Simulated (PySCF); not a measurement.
Run record: geometry optimisation, `C=C[CH2][GeH2][PH2]`.

Computed with PBE0-D3(BJ)/def2-SVP geometry optimisation, gas phase (PySCF 2.14.0). Start geometry: GFN2-xTB. A driver script takes a list of jobs; this job's settings line and coordinates (Å) are shown.

Command:
```bash
OMP_NUM_THREADS=1 python probes_run.py task.json out
```

Input:
```
{"job": {"xc": "PBE0", "basis": "def2-SVP", "d3": "d3bj", "grid": 1, "shake": 0.01, "kind": "geom"}, "charge": 0, "multiplicity": 1}
C     -2.135460    -0.589260    -0.521980
C     -1.150290    -0.784730     0.293980
C     -0.667990     0.193100     1.290350
Ge     1.136250     0.970100     0.717470
P      2.586540    -0.728600     0.218020
H     -2.722360     0.360400    -0.499150
H     -2.461140    -1.296680    -1.251110
H     -0.579060    -1.708580     0.242810
H     -1.367610     1.007150     1.462780
H     -0.490160    -0.303510     2.267940
H      1.636600     1.831440     1.850020
H      0.872190     1.937750    -0.416250
H      1.890110    -1.034740    -0.952320
H      3.445210     0.131070    -0.430280
```

Give the output.

```
step   0  E = -2537.07641059  max force = 0.047060
step   1  E = -2537.08425304  max force = 0.005833
step   2  E = -2537.08490158  max force = 0.002399
step   3  E = -2537.08500703  max force = 0.001555
step   4  E = -2537.08505789  max force = 0.001576
step   5  E = -2537.08508609  max force = 0.000947
step   6  E = -2537.08510939  max force = 0.000346
step   7  E = -2537.08512596  max force = 0.000361
step   8  E = -2537.08515166  max force = 0.000650
step   9  E = -2537.08516028  max force = 0.000539
step  10  E = -2537.08516306  max force = 0.000155
optimisation converged
```

Energies in Eh; «max force» is the largest Cartesian gradient component in Eh/bohr.

Give the first gradient maximum in eV/Å.

With 1 Eh/bohr = 51.422 eV/Å, 2.420 eV/Å.

Main results: final energy -2537.08516 Eh after 10 steps; dipole 0.77 D.

Give the final coordinates.

0.083 Å rms from the input after alignment:
```
atom  x, y, z in Å
C1    -2.1156   -0.8062   -0.4187
C2    -1.0384   -0.9244    0.3625
C3    -0.5822    0.0700    1.3732
Ge4    0.9677    1.0987    0.7120
P5     2.5516   -0.4275   -0.0489
H6    -2.7852    0.0570   -0.3441
H7    -2.3672   -1.5699   -1.1585
H8    -0.4017   -1.8113    0.2428
H9    -1.3770    0.7907    1.6213
H10   -0.2631   -0.4220    2.3060
H11    1.6025    1.9042    1.8655
H12    0.5015    2.0666   -0.3951
H13    1.8812   -0.6438   -1.2920
H14    3.4126    0.5761   -0.5895
```

On Arm Neoverse V2, one thread, no GPU, on a shared host, this took 93 s wall and 0.53 GiB of memory at its peak.
Labels such as C1 count atoms from 1, the log's own numbers from 0.
